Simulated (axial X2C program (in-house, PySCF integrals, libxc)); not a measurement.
How long does MgCd take?

A bond scan computed with an in-house all-electron X2C program for linear molecules (integrals from PySCF). Basis: Cd dyall-cv3z [12s12p8d5f3g], Mg dyall-cv3z [9s8p6d3f] (cores contracted in-house).

Input file and command:
```json
{"zs": [48, 12], "q": 0, "bas": ["dyall-cv3z", "dyall-cv3z"], "levels": ["PBE0", "HF", "PW91"], "cc": true, "r0": 2.75, "thr": -2.0, "nmax": 90, "npts": 10, "nst": 2, "ntry": 6}
```
```bash
python so2c.py task.json out
```

Keys: zs atomic numbers; q charge; bas basis sets; levels methods; cc coupled cluster on or off; r0 starting distance in Å; thr threshold in hartree for freezing inner shells (an s shell follows its p shell); nmax most natural virtual spinors; npts points on the curve; nst determinants followed; ntry starts of the search. HF also brings MP2.

Hardware: 1 thread of Arm Neoverse V1, with other jobs on the host.

Wall time of one point of each curve, integrals apart:

```
Hamiltonian                                level  points  seconds a point
  spin-free                                 PBE0      10             0.31
  spin-free                                   HF      10             0.19
  spin-free  CCSD(T) (14 electrons, 90 virtuals)       7              5.9
  spin-free                                 PW91      10             0.24
         2c                                 PBE0      10             0.42
         2c                                   HF      10             0.31
         2c  CCSD(T) (14 electrons, 90 virtuals)       7              6.1
         2c                                 PW91      10             0.27
```

The rest:

Search with its distance optimisation 25 s, atoms 9.2 s, whole task 150 s. Coupled cluster runs on the points near the minimum only. The program drops outer points, and coupled cluster, when its time limit (not in the input) nears; MP2, further determinants and curves that did not converge are not in the table.
